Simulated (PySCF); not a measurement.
An unknown is described by computed data only.

Formula: C5H9NO2Si.

- Dipole: 2.84 D [PBE0/pcSseg-1]
- NMR, other nuclei: isotropic shieldings of nuclei other than C and H, by class: -152 (1 N), -164 (1 O), 120 (1 O), 401 (1 Si) ppm [GIAO PBE0/pcSseg-1]
- 13C NMR: chemical shifts (computed TMS as zero) by class: 187.2 (1 C), 173.0 (1 C), 143.9 (1 C), 141.5 (1 C), 51.4 (1 C) ppm [GIAO PBE0/pcSseg-1]
- Rotational structure: rotational constants A, B, C: 1.996, 0.932, 0.671 GHz [GFN2-xTB]
- 1H NMR: chemical shifts (computed TMS as zero) by class: 8.85 (1 H), 8.71 (1 H), 7.04 (1 H), 6.66 (1 H), 5.98 (1 H), 5.27 (1 H), 3.92 (3 H) ppm [GIAO PBE0/pcSseg-1]

Electronic properties: PySCF, gas phase, density fitting. Levels stand in brackets. The structure is a single GFN2-xTB conformer in the gas phase; no vibrational or solvent corrections. GFN2-xTB frequencies show an imaginary mode (23i cm⁻¹), so this geometry is no minimum at that level. NMR classes are plain means over equivalent atoms (diastereotopic ones count apart unless rotation or inversion swaps them), as if these changed places fast.

Question: Propose a structure and show how it fits.

Answer: Numbering: `[CH2:1]=[CH:2][Si@H:3]([N:4]=[CH2:5])[C:6](=[O:7])[O:8][CH3:9]`. Its formula, C5H9NO2Si, gives 3 degrees of unsaturation: 0 rings and 3 π bonds in the structure found. 5 carbons fall into 5 classes; from least to most shielded: carbonyl carbon [C6] (187.2 ppm), C=N carbon [C5] (173.0 ppm), terminal =CH2 carbon [C1] (143.9 ppm), alkene CH carbon [C2] (141.5 ppm), methoxy carbon [C9] (51.4 ppm). Hydrogen classes from least to most shielded: 1 H on a C=N carbon, C5 (8.85 ppm), 1 H on a C=N carbon, C5 (8.71 ppm), 1 H on an alkene CH carbon, C2 (7.04 ppm), 1 H on a terminal =CH2 carbon, C1 (6.66 ppm), 1 H on a terminal =CH2 carbon, C1 (5.98 ppm), 1 H on an SiH silicon, Si3 (5.27 ppm), 3 H on a methoxy carbon, C9 (3.92 ppm, a mean of values up to 1.1 ppm apart in this geometry). The other shieldings belong to: -152 ppm, C=N nitrogen [N4]; -164 ppm, carbonyl oxygen [O7]; 120 ppm, oxygen singly bound to a carbonyl carbon [O8]; 401 ppm, SiH silicon [Si3]. The optimised geometry has point group C1 and is an asymmetric top. Structure: `C=C[Si@H](N=C)C(=O)OC`. Computed isomers that give other values at the same levels: `C=CO[SiH2]CC(=O)N=C` (13C chemical shifts (computed TMS as zero) by class: 183.0 (1 C), 156.5 (1 C), 148.1 (1 C), 95.4 (1 C), 31.9 (1 C) ppm); `[H]/N=C/C[C@H]1OCC(=O)[SiH2]1` (13C chemical shifts (computed TMS as zero) by class: 268.4 (1 C), 181.2 (1 C), 82.0 (1 C), 64.4 (1 C), 44.8 (1 C) ppm); `CO[Si@H](O)n1cccc1` (13C chemical shifts (computed TMS as zero) by class: 123.4 (2 C), 117.0 (2 C), 52.0 (1 C) ppm). The assignments are read from this structure; whether some other isomer fits the data as well wasn't checked. The mirror image fits equally.

The values belong to the conformer `[CH2:1]=[CH:2][Si@H:3]([N:4]=[CH2:5])[C:6](=[O:7])[O:8][CH3:9]`: C1–C2–Si3–N4 -76°, C2–Si3–N4–C5 128°, C2–Si3–C6–O7 -18°, Si3–C6–O8–C9 179°.
